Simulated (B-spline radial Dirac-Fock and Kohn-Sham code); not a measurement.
# Binding energies of Br⁺ at several levels of theory

System: Br⁺, [Ar] 3d10 4s1 4p5 (an excited configuration).

The density-functional columns are spherical, spin-unpolarised Dirac-Kohn-Sham results without Breit or QED terms: −ε is minus the orbital energy of the initial state and ΔSCF the difference of two total energies. The reference in the last column comes from relaxed Dirac-Fock hole states (ΔSCF) with Breit and QED corrections and a finite nucleus. All numbers are from a radial finite-basis atomic code, in eV; a selection of levels is shown. For the 1s level of heavy atoms much of the gap between ΔSCF and the reference is the Breit and QED part, -30.0 eV here; for other levels the error of the functional can be larger.

```csv
level,LDA −ε,LDA ΔSCF,Dirac-Fock
K (1s),13304.0,13522.6,13496.2
L1 (2s),1742.5,1778.2,1810.7
L2 (2p1/2),1572.0,1615.9,1620.0
M2 (3p1/2),190.6,203.8,215.3
M4 (3d3/2),80.37,93.19,91.75
M5 (3d5/2),79.28,92.04,90.72
N1 (4s),31.41,37.46,39.30
"N2,3 (4p)",18.29,23.62,21.61
```

Values without a named source are computed, but for edge energies of neutral atoms, which are taken from tables.
